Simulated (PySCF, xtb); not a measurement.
B(H)(Et)(vinyl) (C4H9B), SMILES C=CBCC. One conformer was computed; it need not be the lowest.

Harmonic wavenumbers (cm⁻¹) from GFN2-xTB (xtb 6.7.1) at its own minimum, in rising order: 48, 119, 164, 203, 296, 392, 531, 660, 773, 809, 911, 926, 954, 991, 1031, 1038, 1098, 1195, 1222, 1284, 1317, 1414, 1423, 1465, 1507, 1513, 1654, 2604, 2911, 2972, 2999, 3015, 3031, 3050, 3075, 3097.

### Question
What does PySCF 2.14.0 with PBE-D3(BJ)/def2-SVP give at its own minimum? (An estimate is asked for; the answer gives what the named calculation found.)

### Answer
79, 123, 193, 261, 286, 425, 516, 611, 738, 847, 904, 937, 961, 967, 998, 1025, 1076, 1191, 1209, 1264, 1286, 1338, 1354, 1390, 1426, 1431, 1617, 2487, 2906, 2963, 2965, 3044, 3046, 3053, 3062, 3159. Paired by order, the mean absolute difference is 33 cm⁻¹ and the zero-point energies are 73.9 and 73.1 kcal/mol.
